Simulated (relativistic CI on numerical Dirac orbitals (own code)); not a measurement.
**Zeeman pattern of Sr⁺ 3464.46 Å at 0.05 T**

Problem. The line 5p ²P°3/2 – 5d ²D5/2 of Sr⁺ lies at 3464.46 Å (air; NIST Handbook). Calculate its Zeeman pattern at B = 0.05 T, seen across the field, in LS coupling, and compare it with the Doppler width at an assumed gas temperature of 3000 K.

Working.
1. Landé factors g = 3/2 + [S(S + 1) − L(L + 1)]/[2J(J + 1)]: lower 1.3333, upper 1.2000.
2. The unit is μB B/hc = 0.46686 × 0.05 = 0.0233 cm⁻¹, or 2.8 mÅ at this wavelength. A component is shifted by g_u m_u − g_l m_l units. Seen across the field, the strengths for lower J and m are (J + 1)² − m² (π) and ¼(J + m + 1)(J + m + 2) (σ).
3. π components (Δm = 0), symmetric about zero, as shift (strength, strongest of all = 100): ±0.067 (100), ±0.200 (67).
4. σ components with Δm = +1, mirrored for −1: 1.000 (83), 1.133 (50), 1.267 (25), 1.400 (8).
5. The centre of the σ group lies at ḡ = 1.100 units, 3.1 mÅ from the line centre.
6. The Doppler width is 7.16 × 10⁻⁷ λ √(T/M) = 14.5 mÅ (FWHM, M = 88), so the sum of Gaussians is one peak, merely broadened.

Check. A relativistic CI calculation gives g = 1.3341 and 1.2004 for the two levels. The nearest fine-structure partner lies 87 cm⁻¹ away, 3712 Zeeman units, so the weak-field formulas hold; hyperfine structure, which matters at weak fields for isotopes with nuclear spin, is neglected.
